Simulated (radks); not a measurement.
Values are calculated unless marked as measured or tabulated.
Excited configurations of N+: one electron is placed in a higher orbital outside [He] 2s2 2p1. The ground configuration is [He] 2s2 2p2. Code: a radial shooting solver on a logarithmic mesh with Libxc functionals. Model: scalar-relativistic Kohn-Sham, PBE, spin-unpolarised, spherical densities, point nucleus. Excitation = E - E(ground); binding = E(ion) - E, where the ion is the core of charge +2; n* = 2/sqrt(2 binding) in atomic units, and the quantum defect is n - n*.

outer orbital  excitation (eV)  binding (eV)     n*  quantum defect  eigenvalue (eV)
3p                      20.001         8.852  2.480           0.520           -6.610
3d                      22.445         6.409  2.914           0.086           -4.405
4s                      23.384         5.469  3.154           0.846           -4.311
4p                      24.153         4.701  3.403           0.597           -3.655
5s                      25.600         3.253  4.090           0.910           -2.615
5p                      25.953         2.901  4.331           0.669           -2.316
5f                      26.548         2.305  4.859           0.141           -1.774
6p                      26.886         1.968  5.259           0.741           -1.596
7d                      27.560         1.293  6.487           0.513           -1.054
7f                      27.632         1.221  6.675           0.325           -0.987

The Delta-SCF ionisation energy is 28.854 eV (NIST Atomic Spectra Database: 29.601 eV, semi-empirical). Self-interaction in the functional shifts the binding energies and quantum defects, so they are the method's values and not measured ones. Spin polarisation and multiplet splitting are left out, so open shells lie too high by an amount that depends on their filling.

Beside tabulated values, note that spin-unpolarised runs miss the spin-polarisation part of the exchange energy of open shells.
